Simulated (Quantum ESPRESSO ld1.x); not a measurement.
Species: Hg3+. Configuration: [Xe] 4f14 5d9. Calculated with ld1.x of Quantum ESPRESSO 7.5: scalar-relativistic Kohn-Sham, PBE, spin-unpolarised, spherical densities, point nucleus.

Radial electron density D(r) = 4 pi r^2 rho(r):

r (bohr)  D(r) (e/bohr)
0.002585          39.97
0.002962          46.89
0.00342           54.98
0.00395           63.75
0.004526          72.43
0.005226          81.72
0.006036          90.66
0.006915          98.28
0.007986          104.9
0.009223          109.3
0.01057           111.2
0.0122            110.6
0.01409           107.8
0.01615           103.9
0.01865           100.1
0.02154           98.51
0.02467           100.8
0.02849           108.2
0.03291           120.1
0.0377            133.2
0.04354           145.1
0.05029           150.6
0.05761           147.6
0.06654           137.1
0.07684           124.6
0.08803           117.6
0.1017            120.1
0.1174            130.5
0.1345            139.4
0.1554            137.5
0.1794            120.7
0.2056            98.15
0.2374            80.65
0.2742            78.17
0.3141            85.91
0.3628            92.25
0.4189            86.63
0.48              70.63
0.5543            50.48
0.6402            35.16
0.7334            27.41
0.847             23.78
0.9782            21.14
1.121             17.74
1.294             13.30
1.495             8.944
1.713             5.582
1.978             3.054
2.284             1.483
2.617            0.6602
3.022            0.2378
3.49            0.06954
3.999           0.01725
4.618          0.002954

D(r) has 4 maxima, at r = 0.0110, 0.0511, 0.142, 0.369 bohr, and minima at 0.0214, 0.0916, 0.261 bohr, inside which lie 1.88, 11.02, 30.07 electrons.
